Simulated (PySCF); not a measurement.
A TDDFT job was run through a driver script with this input:

```
{"job": {"kind": "uv", "xc": "wB97X-D", "basis": "def2-SVPD", "nstates": 8, "ntriplets": 3}, "charge": 0, "multiplicity": 1}
C     -2.853536     0.394614    -0.251526
O     -2.092049    -0.329862     0.667979
Si    -0.773681    -1.235943     0.465407
O     -1.048122    -2.279318    -0.759189
C      0.753507    -0.248739     0.049275
C      1.748532     0.390034    -0.213056
Ge     3.312575     1.378537    -0.603663
H     -3.805984     0.639143     0.221774
H     -3.038927    -0.190713    -1.154180
H     -2.340334     1.319769    -0.526374
H     -0.671563    -1.866845     1.769002
H     -0.370096    -2.869541    -1.072186
H      4.433348     0.877254     0.243972
H      3.664234     1.205552    -2.044248
H      3.077682     2.824051    -0.320556
```

Output (SCF cycles cut):

```
converged SCF energy = -2635.5242022928

Static polarisability (au): isotropic 96.863, principal 78.624 84.760 127.206

Singlet excitations
state   eV       nm        f      main configurations
  1   5.7571    215.4   0.00016   H->L 0.38, H-1->L 0.30, H->L+1 0.15
  2   6.0321    205.5   0.00091   H-1->L 0.42, H->L+1 0.35
  3   6.0685    204.3   0.00059   H-1->L+1 0.50, H->L 0.20, H->L+1 0.10
  4   7.4658    166.1   0.01133   H-2->L 0.62
  5   7.6112    162.9   0.01586   H-2->L+1 0.58, H-3->L+1 0.10
  6   7.7080    160.9   0.05973   H->L+2 0.56
  7   7.7783    159.4   0.00563   H-1->L+2 0.69
  8   7.8966    157.0   0.39831   H-3->L 0.41, H-4->L 0.11, H->L 0.10

Triplet excitations (Tamm-Dancoff, eV): 4.8566 5.3189 5.3386
```

Level of theory: TDDFT wB97X-D/def2-SVPD, vertical, gas phase, core orbitals frozen in the response (PySCF). One conformer (not necessarily the lowest) at the GFN2-xTB geometry, without solvent, vibrations or thermal averaging. GFN2-xTB frequencies show an imaginary mode (28i cm⁻¹), so this geometry is no minimum at that level. The wB97X-D/def2-SVPD calculation is non-relativistic and has no spin–orbit coupling, an omission that weighs most on germanium.

Question: How many basis functions and electrons does this run hold?

Answer: 232 basis functions for 88 electrons in 44 doubly occupied orbitals.

Question: What is the gap between the lowest singlet and the lowest triplet?

Answer: 5.7571 − 4.8566 = 0.9005 eV (full response against Tamm–Dancoff).

Question: What transition dipole goes with state 8?

Answer: |μ|² = 3f / (2ΔE) = 3 × 0.3983 / (2 × 0.2902) = 2.059 au, so |μ| = 3.65 D.

Question: What is the total energy of state 7 at this geometry?

Answer: -2635.52420 + 0.28585 = -2635.23835 hartree.

Question: Give the energy of state 7 in hartree, cm⁻¹ and kJ/mol.

Answer: 0.28585 hartree, 62736 cm⁻¹, 750.5 kJ/mol.

Question: Write the structure that the coordinates describe.

Answer: `CO[Si@@H](O)C#[C][GeH3]` (C3H8GeO2Si), point group C1.

H and L stand for HOMO and LUMO.

Hardware: one thread of an Arm Neoverse V1, no GPU (shared host). Cost: 83 s (with the writing of density and orbital grids), 1.0 GiB resident at most.

Conformer computed: `[CH3:1][O:2][Si@@H:3]([OH:4])[C:5]#[C:6][GeH3:7]`: C1–O2–Si3–O4 -50°, H–O4–Si3–O2 176°.

The pairwise dispersion term of wB97X-D wasn't added to the energies; at a given geometry it leaves orbitals and properties as they are.
